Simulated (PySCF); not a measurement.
Isomers of C5H12OSi2, one conformer each; single-point electronic energies without zero-point terms and without any empirical dispersion term.

Computed with PySCF at PBE0/pcSseg-1, non-relativistic, each on one gas-phase PBE0-D3(BJ)/def2-SVP geometry that isn't relaxed in the solvent. The solvent is an IEF-PCM continuum (cavity from Bondi-type radii × 1.2). The model holds no explicit solvent molecules, cavitation or dispersion.

| isomer | relative energy, gas (kcal/mol) | dipole (D) |
| --- | --- | --- |
| `C=C(C)[Si@H]1CC[SiH2]O1` | 0.0 | 1.84 |
| `C=C(C)[C@H]1C[SiH2]O[SiH2]1` | 7.5 | 1.96 |
| `C=CC[C@H]1C[SiH2]O[SiH2]1` | 11.2 | 1.87 |

Problem. How do the relative energies look in chloroform (ε = 4.711)?

Solution. 
```json
{"isomer": "`C=C(C)[Si@H]1CC[SiH2]O1`", "relative energy, solvent (kcal/mol)": "0.0", "E(solvent) − E(gas) (kcal/mol)": "-2.1", "dipole in solvent (D)": "2.33"}
{"isomer": "`C=C(C)[C@H]1C[SiH2]O[SiH2]1`", "relative energy, solvent (kcal/mol)": "7.2", "E(solvent) − E(gas) (kcal/mol)": "-2.4", "dipole in solvent (D)": "2.41"}
{"isomer": "`C=CC[C@H]1C[SiH2]O[SiH2]1`", "relative energy, solvent (kcal/mol)": "11.0", "E(solvent) − E(gas) (kcal/mol)": "-2.4", "dipole in solvent (D)": "2.25"}
```

The order is unchanged. Conformers: `[CH2:1]=[C:2]([CH3:3])[Si@H:4]1[CH2:5][CH2:6][SiH2:7][O:8]1` with C1–C2–Si4–C5 -110°, C2–Si4–C5–C6 144°, Si4–C5–C6–Si7 -34°, C5–C6–Si7–O8 28°, C6–Si7–O8–Si4 -10°; `[CH2:1]=[C:2]([CH3:3])[C@H:4]1[CH2:5][SiH2:6][O:7][SiH2:8]1` with C1–C2–C4–C5 -19°, C2–C4–C5–Si6 88°, C4–C5–Si6–O7 24°, C5–Si6–O7–Si8 -4°, Si6–O7–Si8–C4 -12°; `[CH2:1]=[CH:2][CH2:3][C@H:4]1[CH2:5][SiH2:6][O:7][SiH2:8]1` with C1–C2–C3–C4 -115°, C2–C3–C4–C5 -179°, C3–C4–C5–Si6 163°, C4–C5–Si6–O7 -29°, C5–Si6–O7–Si8 10°, Si6–O7–Si8–C4 8°. The gains span 0.3 kcal/mol, the gas-phase energies 11.2 kcal/mol.
